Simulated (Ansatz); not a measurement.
Ansatz (an electronic-structure program) input (RI-MP2/def2-QZVPPD):
A basis named .json is the Basis Set Exchange file of that set.

Ansatz 0.2 input:
```yaml
crystal:
  periodic: [false, false, false]
  atoms:
    - {symbol: B, position_ang: [0.82673767, -0.12463572, -0.24991220]}
    - {symbol: I, position_ang: [0.26659967, -1.05280192, 1.55071994]}
    - {symbol: I, position_ang: [-0.34459379, 1.06456001, -1.52714332]}
basis:
  gaussian:
    orbitals: def2-QZVPPD.json
    fitting: {mean_field: def2-universal-jkfit, correlation: def2-QZVPPD-RIFIT.json}
total_charge: -1
magnetization: {spin_polarized: true, initial_magnetization: 2}
correlation: {method: mp2, electrons: outside_noble_gas}
```

Output:

```
Functional definition: HF
integrals: 0.34 GiB planned
511 factors; integrals over basis functions are off by at most 9.5e-1 eV
741 factors; integrals over basis functions are off by at most 9.0e-1 eV
mean field: 0.97 GiB planned
mean field evaluation 1: about -16812.4251 eV, gradient 1.9e1 eV
mean field evaluation 2: about -16812.4302 eV, gradient 3.0e1 eV
mean field evaluation 4: about -16817.0068 eV, gradient 4.2e0 eV
mean field evaluation 8: about -16817.3378 eV, gradient 2.2e-1 eV
mean field evaluation 16: about -16815.9270 eV, gradient 1.7e-6 eV
mean field evaluation 32: about -16816.0144 eV, gradient 3.5e-2 eV
mean field evaluation 64: about -16815.9768 eV, gradient 2.0e-1 eV
mean field -16817.33954467 eV, -618.0258290644 hartree, gradient 2.3e-6 eV, S^2 2.021055; 9 other end points of the search recorded, 0 dependent functions left out
19 core orbitals not correlated
reference -16817.33954467 eV, -618.0258290644 hartree; 10, 8 occupied and 216, 218 virtual orbitals, 741 factors
second order -10.89910369 eV of doubles, -0.00000000 eV of singles
Total energy: -16828.23864836 eV, -618.4263637374 hartree
```

This state (charge -1, triplet) is run at the relaxed geometry of the species with charge 0 and multiplicity 2.
